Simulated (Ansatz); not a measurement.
```yaml
crystal:
  periodic: [false, false, false]
  atoms:
    - {symbol: O, position_ang: [-1.001044, 0.928869, 1.001603]}
    - {symbol: Ti, position_ang: [0.115048, 0.158886, -0.151283]}
    - {symbol: O, position_ang: [1.751788, 0.150454, 0.563352]}
    - {symbol: O, position_ang: [-0.377603, -1.513804, -0.511389]}
    - {symbol: Cl, position_ang: [0.081099, 1.319607, -2.043068]}
    - {symbol: H, position_ang: [-1.786796, 1.469835, 0.912729]}
    - {symbol: H, position_ang: [2.446350, -0.506798, 0.489346]}
    - {symbol: H, position_ang: [-1.136641, -2.064148, -0.317090]}
basis:
  gaussian: {orbitals: x2c-TZVPPall, fitting: {mean_field: cc-pVTZ-jkfit}}
magnetization: {spin_polarized: true, initial_magnetization: 2}
hamiltonian: {xc: {name: wB97X}}
accuracy: high
output: {forces: true}
```

```sh
$ ansatz run in.yaml --threads 4 --pin off --events-out ev --progress --plain --max-ram 10444MiB
```

(1) How does Ansatz answer? (Estimate.)

## Answers

(1) The calculation gave: The input was rejected before any iteration.
```
Functional definition: wB97X
  name "wB97X"
  cite "Chai & Head-Gordon, J. Chem. Phys. 128, 084106 (2008) doi:10.1063/1.2834918"
  cite "Becke, J. Chem. Phys. 107, 8554 (1997) doi:10.1063/1.475007"
  parameter omega = 0.3/bohr
  parameter cx = 0.157706
  parameter cx1 = 0.726479
  parameter cx2 = 1.04760
  parameter cx3 = -5.70635
  parameter cx4 = 13.2794
  parameter css1 = -4.33879
  parameter css2 = 18.2308
  parameter css3 = -31.7430
  parameter css4 = 17.2901
  parameter cos1 = 2.37031
  parameter cos2 = -11.3995
  parameter cos3 = 6.58405
  parameter cos4 = -3.78132
  # The coefficients of nought are those of the uniform gas.
  exchange = spin_sum(e_x_unif_sr(omega)*poly(b97_u_x, 1 - cx, cx1, cx2, cx3, cx4)) + cx*exact_x_sr(omega)
      + exact_x_lr(omega)
  correlation = spin_sum(e_c_pw_same_spin*poly(b97_u_same, 1, css1, css2, css3, css4))
      + integral(e_c_pw_opposite_spin*poly(b97_u_opposite, 1, cos1, cos2, cos3, cos4))
Error: <dir> the basis set cc-pVTZ-JKFIT has no functions for Ti
```
